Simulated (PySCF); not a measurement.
## Dipole response of Cr+ (chromium, charge +1)

[Ar] 3d5, high-spin 6S determinant. Calculation: PySCF 2.14, in aug-cc-pVQZ-DK; scalar relativity by spin-free X2C-1e. Coupled (time-dependent) response in atomic units; α is the mean over directions.

```tsv
method	mean α (bohr³)	C₆ (like pair)	S(−4)
UHF	9.355	33.92	84.02
```

S(−4) is the Cauchy moment in α(ω) = α(0) + S(−4) ω² + …

α(iu) at UHF:

```csv
u (hartree),α(iu) (bohr³)
0,9.355
0.0500,9.153
0.100,8.624
0.200,7.228
0.300,6.014
0.500,4.436
0.750,3.317
1.00,2.618
1.50,1.775
2.00,1.286
3.00,0.7636
5.00,0.3600
```

A single London oscillator, α(iu) = α/(1 + u²/ω²), gives C₆ = (3/4) ω α². Matching the computed C₆ needs ω = 4 × 33.92 / (3 × 9.355²) = 0.517 hartree.

For an ion, C₆ is the dispersion term alone; charge-induced terms of lower order in 1/R come first.
